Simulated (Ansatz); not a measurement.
Geometry optimisation, Ansatz, RHF/def2-SVP.

Input file:

```yaml
crystal:
  periodic: [false, false, false]
  atoms:
    - { symbol: Cl, position_ang: [-0.9371, -3.1507, -0.2568] }
    - { symbol: Si, position_ang: [0.0553, -1.6961, 0.8691] }
    - { symbol: C, position_ang: [-0.6288, 0.025, 0.4759] }
    - { symbol: C, position_ang: [-2.17254, 0.05882, 0.51166] }
    - { symbol: C, position_ang: [-2.42819, 0.3584, -0.89569] }
    - { symbol: Se, position_ang: [-0.55824, 0.32839, -1.47672] }
    - { symbol: H, position_ang: [1.5173, -1.7551, 0.5432] }
    - { symbol: H, position_ang: [-0.0893, -1.9636, 2.293] }
    - { symbol: H, position_ang: [-0.07664, 0.819, 0.98024] }
    - { symbol: H, position_ang: [-2.61138, -0.83804, 0.89544] }
    - { symbol: H, position_ang: [-2.42308, 0.97374, 1.19318] }
    - { symbol: H, position_ang: [-2.85678, 1.36027, -1.10232] }
    - { symbol: H, position_ang: [-3.00669, -0.40038, -1.35374] }
basis:
  gaussian: { orbitals: def2-SVP }
hamiltonian:
  xc: hf
relax:
  f_tol: 0.015
  max_steps: 40
```

Run as:

```bash
$ ansatz run input.yaml --threads 2 --pin off --max-ram 3072MiB --backend cpu --events-out ev --progress --plain --runs-dir out
```

Task: Where does it end, and by what steps?

Result: The forces met the threshold. After 10 steps the energy has fallen by 0.513 eV; H12 moved furthest, 0.39 Å.

```tsv
step	energy less start (eV)	largest force component (eV/Å)	accepted
0	0.0000	3.523	yes
1	-0.4018	1.459	yes
2	-0.4779	0.380	yes
3	-0.4852	0.109	yes
4	-0.4902	0.119	yes
5	-0.4992	0.081	yes
6	-0.5056	0.304	yes
7	-0.5106	0.086	yes
8	-0.5127	0.064	yes
9	-0.5127	0.088	yes
10	-0.5134	0.013	yes
```

```xyz
13
Properties=species:S:1:pos:R:3
Cl -1.060 -3.115 -0.238
Si 0.076 -1.721 0.809
C -0.608 0.013 0.546
C -2.146 0.206 0.565
C -2.421 0.296 -0.944
Se -0.519 0.641 -1.340
H 1.471 -1.808 0.342
H -0.005 -2.095 2.237
H -0.079 0.690 1.220
H -2.707 -0.584 1.071
H -2.393 1.148 1.054
H -3.090 1.094 -1.256
H -2.734 -0.644 -1.389
```

Whether the end is a true minimum wasn't checked by a vibrational analysis.

The run took 49 s on 2 threads of Arm Neoverse V1, on a shared host, peak memory 0.45 GiB.
